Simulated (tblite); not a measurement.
Species: C₆H₅FOP₂.
Bonds: C1–C2, C2–O3 (double), C2–C4, C4–C5 (aromatic), C5–C6 (aromatic), C6–F7, C6–P8 (aromatic), P8–C9 (aromatic), C9–P10 (aromatic), C4–P10 (aromatic). Hydrogens: H11, H12, H13 on C1; H14 on C5; H15 on C9.

Computed geometry: GFN2-xTB, gas phase.

What internal coordinates does the optimisation give?

```json
{"bond": "C1–C2", "length (Å)": "1.503", "order": "single"}
{"bond": "C2=O3", "length (Å)": "1.215", "order": "double"}
{"bond": "C2–C4", "length (Å)": "1.476", "order": "single"}
{"bond": "C4–C5", "length (Å)": "1.388", "order": "aromatic"}
{"bond": "C5–C6", "length (Å)": "1.375", "order": "aromatic"}
{"bond": "C6–F7", "length (Å)": "1.360", "order": "single"}
{"bond": "C6–P8", "length (Å)": "1.746", "order": "aromatic"}
{"bond": "P8–C9", "length (Å)": "1.727", "order": "aromatic"}
{"bond": "C9–P10", "length (Å)": "1.733", "order": "aromatic"}
{"bond": "C4–P10", "length (Å)": "1.758", "order": "aromatic"}
{"bond": "C1–H11, C1–H12, C1–H13", "length (Å)": "1.088", "order": "single"}
{"bond": "C5–H14", "length (Å)": "1.083", "order": "single"}
{"bond": "C9–H15", "length (Å)": "1.086", "order": "single"}
```

Bonds in one row agree within 0.01 Å and their mean is given. Orders are formal, as drawn. A selection of angles:
```json
{"angle": "C2–C1–H11", "degrees": "110.1"}
{"angle": "H11–C1–H12", "degrees": "108.7"}
{"angle": "C1–C2–O3", "degrees": "122.5"}
{"angle": "C1–C2–C4", "degrees": "119.4"}
{"angle": "O3–C2–C4", "degrees": "118.2"}
{"angle": "C2–C4–C5", "degrees": "123.1"}
{"angle": "C2–C4–P10", "degrees": "109.3"}
{"angle": "C5–C4–P10", "degrees": "127.5"}
{"angle": "C4–C5–C6", "degrees": "125.7"}
{"angle": "C4–C5–H14", "degrees": "118.7"}
{"angle": "C6–C5–H14", "degrees": "115.6"}
{"angle": "C5–C6–F7", "degrees": "115.6"}
{"angle": "C5–C6–P8", "degrees": "130.7"}
{"angle": "F7–C6–P8", "degrees": "113.7"}
{"angle": "C6–P8–C9", "degrees": "100.2"}
{"angle": "P8–C9–P10", "degrees": "133.9"}
{"angle": "P8–C9–H15", "degrees": "112.9"}
{"angle": "P10–C9–H15", "degrees": "113.1"}
{"angle": "C4–P10–C9", "degrees": "101.9"}
```

Dihedral angles: C1–C2–C4–C5 0° (synperiplanar).

The 6-membered ring C4–C5–C6–P8–C9–P10 has internal angles of 100.2° to 133.9° (sum 720°, against 720° for a flat polygon); it is planar, 0.00 Å rms from its mean plane, widest ring torsion 0°. The C–C distances run from 1.375 Å (C5–C6, aromatic) to 1.503 Å (C1–C2, drawn single), a spread of 0.128 Å. The 10 heavy atoms lie in one plane (0.005 Å rms). P10 (phosphorus bonded to 2 C) is bent (angle 101.9°). The C–P distances run from 1.727 Å (P8–C9, aromatic) to 1.758 Å (C4–P10, aromatic), a spread of 0.031 Å. Of the pairs four or more bonds apart, C1···H14 is among the closest relative to their van der Waals radii: 2.59 Å, 89 % of the sum of Bondi's values.

Point group: Cs (every atom within 0.08 Å of its image). Its GFN2-xTB frequencies are all real (lowest 39 cm⁻¹). One conformer, not necessarily the lowest. 3 starts were optimised and ended at 0.00, 0.73 and 0.73 kcal/mol (GFN2-xTB); the lowest of these is shown.
